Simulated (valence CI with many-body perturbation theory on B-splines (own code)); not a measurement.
**Te20+: electric-dipole lines**

Computed by configuration interaction combined with many-body perturbation theory (CI+MBPT): four valence electrons over a frozen Dirac-Fock core [Ar] 3d10, radial functions for each j: 11 s, 11 p, 10 d, 8 f, 5 g, 2 h, with the one-electron correlation potential Σ1, the two-electron term Σ2, the three-electron term Σ3, Breit, model QED; selected CI, second order for the rest, scaled by the run's own slope (own B-spline code, finite nucleus).

No measured levels were compared; by estimate levels hold to about 250 cm⁻¹ or 0.2 % of their energy and the worst to 1 %, as in measured heavy ions of charge 2 to 7; those with d or f electrons hold less well. Among the levels kept, up to 500 cm⁻¹ of a level comes from second order outside the variational space, and about a tenth of that is noise between levels of different J, which matters for small intervals.

Lines 51 to 100 of 567 in falling wavelength, among levels below 1937100 cm⁻¹, chosen from the strongest by gf and those to the six lowest levels. Wavelengths and rates use the calculated energies, so an error of 1000 cm⁻¹ moves a line at 219.1 Å by 0.22 % and its rate by three times that or more. Electric multipoles are in the length gauge, E1 and E2 with the static RPA response of the core. Weak lines are less certain than strong ones. Lines between different terms over intervals too small for the method are left out, as are lines whose strength nearly cancels. Where a level lies close to another of its J and parity, the split of strength between their lines is uncertain. The highest levels of a list are the least certain.

Names give the largest LS component (configuration and term), which can be under half, so a name can repeat, a term be missing and a line seem to break the LS rules; names also repeat where a configuration has a term twice. Letters in brackets count levels of one name in rising energy.

```
λ vac (Å)               Upper                Lower   A (s⁻¹)  S (a.u.) with core polarisation  S without
    219.1  4s 4p2 4d 3F_4 [b]      4s2 4p 4d 3F°_4  5.55e+09                         2.59e-01   2.82e-01
    218.0        4p3 4d 5D°_4       4s 4p2 4d 5F_5  2.02e+10                         9.30e-01   1.01e+00
    217.2        4p3 4d 3G°_4   4s 4p2 4d 3F_4 [a]  9.05e+09                         4.12e-01   4.49e-01
    217.0    4p3 4d 3D°_3 [a]   4s 4p2 4d 3F_4 [a]  4.98e+09                         1.76e-01   1.91e-01
    217.0        4s 4p3 3S°_1         4s2 4p2 3P_2  2.31e+09                         3.49e-02   3.81e-02
    216.3      4s 4p2 4d 3G_5      4s2 4p 4d 3F°_4  1.12e+10                         6.14e-01   6.70e-01
    216.3    4p3 4d 3F°_2 [a]   4s 4p2 4d 5F_3 [b]  1.27e+10                         3.17e-01   3.45e-01
    216.0        4s 4p3 3D°_3         4s2 4p2 1D_2  4.49e+09                         1.56e-01   1.70e-01
    215.5            4p4 3P_2         4s 4p3 3D°_2  8.02e+09                         1.98e-01   2.15e-01
    214.7        4p3 4d 3G°_5       4s 4p2 4d 3G_4  6.83e+09                         3.67e-01   4.00e-01
    212.2        4p3 4d 5D°_3       4s 4p2 4d 5F_4  4.80e+09                         1.59e-01   1.73e-01
    211.8    4p3 4d 3D°_2 [a]   4s 4p2 4d 3P_1 [b]  8.93e+09                         2.09e-01   2.28e-01
    211.8        4p3 4d 5D°_4       4s 4p2 4d 5D_4  6.19e+09                         2.61e-01   2.84e-01
    211.4    4p3 4d 3F°_4 [b]   4s 4p2 4d 3D_3 [d]  5.23e+09                         2.19e-01   2.40e-01
    211.4    4p3 4d 3D°_3 [c]   4s 4p2 4d 3D_3 [f]  6.27e+09                         2.05e-01   2.23e-01
    210.9        4p3 4d 3G°_4       4s 4p2 4d 3G_3  4.23e+09                         1.76e-01   1.92e-01
    208.4    4p3 4d 3F°_3 [b]   4s 4p2 4d 3D_2 [c]  4.36e+09                         1.36e-01   1.49e-01
    208.4  4s 4p2 4d 3F_4 [c]      4s2 4p 4d 3D°_3  7.02e+09                         2.82e-01   3.08e-01
    208.3        4p3 4d 1D°_2   4s 4p2 4d 3P_2 [b]  6.16e+09                         1.38e-01   1.50e-01
    208.3    4p3 4d 3P°_2 [b]       4s 4p2 4d 3S_1  8.09e+09                         1.81e-01   1.97e-01
    208.3  4s 4p2 4d 3D_3 [d]  4s2 4p 4d 3P°_2 [b]  6.39e+09                         1.99e-01   2.18e-01
    208.2  4s 4p2 4d 1D_2 [b]      4s2 4p 4d 1P°_1  7.09e+09                         1.58e-01   1.72e-01
    206.4  4s 4p2 4d 1D_2 [c]      4s2 4p 4d 1P°_1  9.19e+09                         1.99e-01   2.18e-01
    205.8            4p4 1D_2         4s 4p3 1D°_2  1.19e+10                         2.56e-01   2.79e-01
    205.3      4s 4p2 4d 3S_1  4s2 4p 4d 3P°_2 [b]  1.03e+10                         1.33e-01   1.44e-01
    204.8  4s 4p2 4d 3D_3 [a]  4s2 4p 4d 3P°_2 [a]  1.20e+10                         3.55e-01   3.86e-01
    204.6        4p3 4d 5D°_1       4s 4p2 4d 5D_2  1.39e+10                         1.77e-01   1.92e-01
    204.1    4p3 4d 3F°_3 [b]   4s 4p2 4d 3F_3 [b]  5.48e+09                         1.61e-01   1.75e-01
    203.7        4p3 4d 5D°_4       4s 4p2 4d 5F_4  7.13e+09                         2.67e-01   2.91e-01
    203.1        4p3 4d 1G°_4       4s 4p2 4d 3G_3  3.35e+09                         1.25e-01   1.36e-01
    202.3    4p3 4d 3D°_3 [c]   4s 4p2 4d 3F_4 [d]  5.95e+09                         1.70e-01   1.85e-01
    202.3    4p3 4d 1F°_3 [a]   4s 4p2 4d 3F_3 [b]  4.56e+09                         1.30e-01   1.42e-01
    202.0        4s 4p3 3P°_2         4s2 4p2 3P_2  1.80e+10                         3.66e-01   3.98e-01
    201.3  4s 4p2 4d 3D_3 [b]  4s2 4p 4d 3P°_2 [a]  1.34e+10                         3.78e-01   4.12e-01
    200.3    4p3 4d 3D°_3 [b]   4s 4p2 4d 3D_3 [b]  7.29e+09                         2.02e-01   2.20e-01
    199.6      4s 4p2 4d 3G_4      4s2 4p 4d 3F°_3  1.82e+10                         6.43e-01   7.00e-01
    196.6      4s 4p2 4d 3G_3      4s2 4p 4d 3F°_2  1.71e+10                         4.50e-01   4.90e-01
    196.3    4p3 4d 3D°_3 [a]   4s 4p2 4d 3P_2 [a]  8.59e+09                         2.25e-01   2.45e-01
    196.2      4s 4p2 4d 1F_3      4s2 4p 4d 1F°_3  2.01e+10                         5.25e-01   5.73e-01
    195.3  4s 4p2 4d 3F_2 [b]      4s2 4p 4d 3F°_2  1.75e+10                         3.22e-01   3.50e-01
    195.3  4s 4p2 4d 3D_3 [d]      4s2 4p 4d 1D°_2  6.70e+09                         1.72e-01   1.88e-01
    195.1  4s 4p2 4d 3F_4 [d]      4s2 4p 4d 3D°_3  8.09e+09                         2.67e-01   2.92e-01
    195.0        4s 4p3 3D°_1         4s2 4p2 3P_0  2.12e+10                         2.32e-01   2.52e-01
    194.4        4s 4p3 3P°_1         4s2 4p2 1D_2  7.75e+08                         8.43e-03   9.15e-03
    194.1    4p3 4d 3D°_2 [a]   4s 4p2 4d 3D_3 [a]  1.13e+10                         2.04e-01   2.22e-01
    193.9    4p3 4d 3F°_2 [c]       4s 4p2 4d 3G_3  1.74e+10                         3.14e-01   3.41e-01
    193.7     4s 4p 4d2 3H°_5   4s 4p2 4d 3F_4 [c]  3.30e+09                         1.30e-01   1.43e-01
    193.2  4s 4p2 4d 3F_2 [c]      4s2 4p 4d 3D°_1  1.45e+10                         2.58e-01   2.81e-01
    192.7  4s 4p2 4d 1D_2 [a]      4s2 4p 4d 3D°_3  1.27e+10                         2.25e-01   2.45e-01
    192.6  4s 4p2 4d 3D_3 [f]  4s2 4p 4d 3P°_2 [b]  1.11e+10                         2.74e-01   2.99e-01
```
